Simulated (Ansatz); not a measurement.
```yaml
crystal:
  periodic: [false, false, false]
  atoms:
    - {symbol: F, position_ang: [-2.661265, -0.820413, 0.130393]}
    - {symbol: B, position_ang: [-1.610012, 0.054953, 0.416559]}
    - {symbol: O, position_ang: [-0.223670, -0.618506, 0.118174]}
    - {symbol: C, position_ang: [0.777043, -0.138362, 0.266746]}
    - {symbol: S, position_ang: [1.429175, 0.691081, -0.985490]}
    - {symbol: H, position_ang: [-1.524016, 1.118955, 0.797295]}
    - {symbol: H, position_ang: [1.536440, -0.810131, 0.708884]}
    - {symbol: H, position_ang: [0.722003, 0.840958, 0.841974]}
    - {symbol: H, position_ang: [1.439173, -0.422142, -2.033100]}
basis:
  gaussian: {orbitals: "6-31++G**"}
magnetization: {spin_polarized: true, initial_magnetization: 4}
hamiltonian: {xc: {name: revPBE0}}
scf: {lower_state_search: off}
output: {forces: true}
```

```sh
$ ansatz run in.yaml --threads 2 --pin off --events-out ev --progress --plain --max-ram 4352MiB
```

Output, abridged:

```
Functional definition: revPBE0
1071 factors; integrals over basis functions are off by at most 1.0e-3 eV
mean field evaluation 1: about -17348.6802 eV, gradient 4.8e1 eV
mean field evaluation 2: about -17281.9983 eV, gradient 1.2e2 eV
mean field evaluation 4: about -17359.5534 eV, gradient 1.5e1 eV
mean field evaluation 8: about -17360.4178 eV, gradient 8.0e-1 eV
mean field evaluation 16: about -17360.8764 eV, gradient 1.8e0 eV
mean field -17360.94535008 eV, -638.0029739439 hartree, gradient 4.7e-6 eV, S^2 6.015245; 0 other end points of the search recorded, 0 dependent functions left out
reference -17360.94541977 eV, -638.0029765051 hartree; 26, 22 occupied and 97, 101 virtual orbitals, 1071 factors
Total energy: -17360.94541977 eV, -638.0029765051 hartree
Atom 0 at    -2.661265    -0.820413     0.130393 Å, force     1.150962     0.801469     0.245159 eV/Å
Atom 1 at    -1.610012     0.054953     0.416559 Å, force    -1.851984    -1.651661    -0.775108 eV/Å
Atom 2 at    -0.223670    -0.618506     0.118174 Å, force   -16.094373    -9.359749    -1.993365 eV/Å
Atom 3 at     0.777043    -0.138362     0.266746 Å, force    11.578581     4.990032     7.436469 eV/Å
Atom 4 at     1.429175     0.691081    -0.985490 Å, force     4.701366     7.052751    -4.753842 eV/Å
Atom 5 at    -1.524016     1.118955     0.797295 Å, force     0.058873     1.473571     0.403277 eV/Å
Atom 6 at     1.536440    -0.810131     0.708884 Å, force     1.188529    -0.339379    -0.299327 eV/Å
Atom 7 at     0.722003     0.840958     0.841974 Å, force    -0.114758    -0.394436     0.826345 eV/Å
Atom 8 at     1.439173    -0.422142    -2.033100 Å, force    -0.617196    -2.572599    -1.089608 eV/Å
Dipole moment:     1.009100     0.301195     0.240793 e Å
Checks for a lower state left out: stability, starts, cluster_reference, orbital_swaps, neighbouring_geometries, increment
```

(1) Something in this input is off. What?

Answers

(1) The spin is set far too high for this molecule. The run converged. The result belongs to that input, not to the molecule as meant.
